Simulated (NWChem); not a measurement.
System: ZnSiH₃OBr; SMILES [SiH3][O][Zn][Br]

```xyz
7

Zn     0.1666     0.0827     0.0001
Br    -0.0930    -2.1241     0.0000
O      0.4638     1.8192    -0.0002
Si    -0.2789     3.2861     0.0000
H     -1.1364     3.4733    -1.2165
H      0.7488     4.3702     0.0174
H     -1.1629     3.4598     1.1995
```
Atoms are numbered in this order, from 1.

Program: NWChem. Medium grid unless said otherwise, to which SCAN and Minnesota functionals are sensitive. Coordinates come from a PBE0/def2-SVP optimisation. No frequency run checked for a minimum. Hybrids' shares of exact exchange are those that their runs print; pure functionals count as 0. The functionals differ in more than this share.

```
row               share of exact exchange  highest occupied level (eV)
----------------  -----------------------  ---------------------------
PBE/def2-SVP                         0.00                        -6.74
r2SCAN/def2-SVP                      0.00                        -7.14
B3LYP/def2-SVP                       0.20                        -7.92
r2SCAN0/def2-SVP                     0.25                     withheld
M06-2X/def2-SVP                      0.54                        -9.56
```

Fit a straight line of the last column on the one before it, predict the withheld value, and compare with the run.


1. Means of the 4 shown rows: x = 0.185, y = -7.840. Slope Σ(x − x̄)(y − ȳ)/Σ(x − x̄)² = -0.9448/0.1947 = -4.853; intercept -6.942.
2. The shown rows scatter about the line by 0.141 (root mean square); the largest residual is +0.20, at PBE/def2-SVP.
3. At x = 0.25 (r2SCAN0/def2-SVP; inside the shown range) the line gives -8.16.
4. The run gives -8.48, -0.32 from the line, 2.3 times the scatter.
